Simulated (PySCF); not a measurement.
ZnCl: one state, many levels of theory

State: ²Σ⁺ (doublet), unpaired electrons σ ↑. Set-up: PySCF, no relativity, basis sets Zn pcseg-1, Cl pcseg-1. De refers to Zn + Cl in their high-spin ground configurations, without counterpoise correction. The functionals are run spin-unrestricted. A positive dipole means Zn(−)Cl(+).

| Level | Re (Å) | ωe (cm⁻¹) | De (eV) | μ (D) | CPU s a point (SCF and correlation, without the integrals) |
| --- | --- | --- | --- | --- | --- |
| UHF | 2.199 | 381 | 1.88 | -4.63 | 0.1 |
| UHF-MP2 | 2.146 | 413 | 2.37 | n/a | 0.19 |
| UHF-SCS-MP2 | 2.157 | 405 | 2.17 | n/a | n/a |
| UHF-CCSD | 2.162 | 402 | 2.06 | n/a | n/a |
| UHF-CCSD(T) | 2.160 | 402 | 2.06 | n/a | 8.7 |
| PBE | 2.192 | 352 | 2.22 | -3.49 | 0.61 |
| TPSS | 2.187 | 358 | 2.31 | -3.60 | 0.89 |
| r²SCAN | 2.164 | 379 | 2.49 | -3.62 | 0.84 |
| M06-L | 2.184 | 362 | 2.29 | -3.90 | 0.9 |
| PBE0 | 2.173 | 374 | 2.29 | -3.78 | 0.9 |
| B97-3 | 2.203 | 352 | 2.09 | -3.92 | 0.52 |

The bond length runs from 2.146 Å (UHF-MP2) to 2.203 Å (B97-3). De spans 1.88 eV (UHF, mean field) to 2.49 eV (r²SCAN, meta-GGA). Correlation at CCSD(T) changes the Hartree–Fock bond energy by +0.18 eV; the triples alone change it by +0.00 eV.

Correlated steps freeze 10 core orbitals. Correlated levels converge slowly with the basis: in double zeta they bind strong bonds too weakly, by up to about 1 eV, and carry superposition errors of some tenths. The state was picked by a PBE0 search and need not be the measured ground state.

The whole job (state search and all levels along the bond) took about 2.2 min on 1 thread of Arm Neoverse V2 (shared host), peak memory 0.51 GiB.
